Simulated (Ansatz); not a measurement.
A nudged elastic band was laid between two geometries of BH4OSbTe (8 atoms, charge 0, multiplicity 1).

The calculation used RKS B3LYP-D4/def2-SVP (Ansatz 0.2.0).

```
movable images  : 7
climbing image  : yes
spring          : 5.0 eV/Å²
optimiser       : quadratic models (default)
start path      : IDPP
force threshold : 0.05 eV/Å
iteration limit : 60
end points      : relaxed
```

Initial state:

```xyz
8
Properties=species:S:1:pos:R:3
B -0.620 0.999 -0.262
Sb 0.834 -0.550 -0.998
O 2.275 -0.137 0.343
Te -1.233 -0.955 1.012
H -1.533 1.263 -1.002
H -0.188 1.787 0.539
H 2.883 -0.887 0.406
H -2.326 -1.577 -0.095
```

Final state:

```xyz
8
Properties=species:S:1:pos:R:3
B -0.503 0.839 -0.235
Sb 0.834 -0.761 -1.098
O 2.393 -0.508 0.136
Te -1.188 -1.126 0.979
H -1.435 1.227 -0.891
H 0.021 1.554 0.588
H 2.307 0.342 0.595
H -2.337 -1.624 -0.130
```

Question: What changes between the two ends?

Answer: No bond is made or broken. The dihedral Te4–Sb2–O3–H7 goes from 107 to -70°.

Question: Give the energies along the band, and the barrier.

Answer: The forces met the threshold. The highest image is number 3 of 0 to 8, 19.1 kJ/mol above the first end and 23.0 kJ/mol above the last; the last end lies 3.9 kJ/mol below the first. A vibrational analysis at the climbing image gives one clearly imaginary mode, 410i cm⁻¹: a first-order saddle point.

```json
{"image": "0", "path coordinate (Å)": "0.00", "energy (kJ/mol)": "0.0", "dihedral Te4–Sb2–O3–H7 (°)": "107"}
{"image": "1", "path coordinate (Å)": "0.33", "energy (kJ/mol)": "3.1", "dihedral Te4–Sb2–O3–H7 (°)": "85"}
{"image": "2", "path coordinate (Å)": "0.67", "energy (kJ/mol)": "12.9", "dihedral Te4–Sb2–O3–H7 (°)": "54"}
{"image": "3", "path coordinate (Å)": "1.00", "energy (kJ/mol)": "19.1", "dihedral Te4–Sb2–O3–H7 (°)": "20"}
{"image": "4", "path coordinate (Å)": "1.25", "energy (kJ/mol)": "15.4", "dihedral Te4–Sb2–O3–H7 (°)": "-7"}
{"image": "5", "path coordinate (Å)": "1.51", "energy (kJ/mol)": "7.8", "dihedral Te4–Sb2–O3–H7 (°)": "-31"}
{"image": "6", "path coordinate (Å)": "1.76", "energy (kJ/mol)": "1.3", "dihedral Te4–Sb2–O3–H7 (°)": "-50"}
{"image": "7", "path coordinate (Å)": "2.02", "energy (kJ/mol)": "-2.6", "dihedral Te4–Sb2–O3–H7 (°)": "-62"}
{"image": "8", "path coordinate (Å)": "2.27", "energy (kJ/mol)": "-3.9", "dihedral Te4–Sb2–O3–H7 (°)": "-70"}
```

Question: What is the geometry of the highest image?

Answer: 
```xyz
8
Properties=species:S:1:pos:R:3
B -0.578 1.028 -0.225
Sb 0.765 -0.502 -1.189
O 2.445 -0.271 -0.101
Te -1.075 -1.042 0.979
H -1.571 1.329 -0.838
H -0.111 1.748 0.620
H 2.407 -0.655 0.786
H -2.190 -1.691 -0.086
```

Question: What are the harmonic wavenumbers there?

Answer: 410i, 104, 158, 167, 253, 328, 486, 491, 574, 595, 731, 800, 847, 1091, 2100, 2552, 2670, 3828 cm⁻¹.

Run time: 2.6 min on 2 threads of Intel(R) Xeon(R) Platinum 8488C (Sapphire Rapids), on a shared host, peak memory 0.27 GiB.
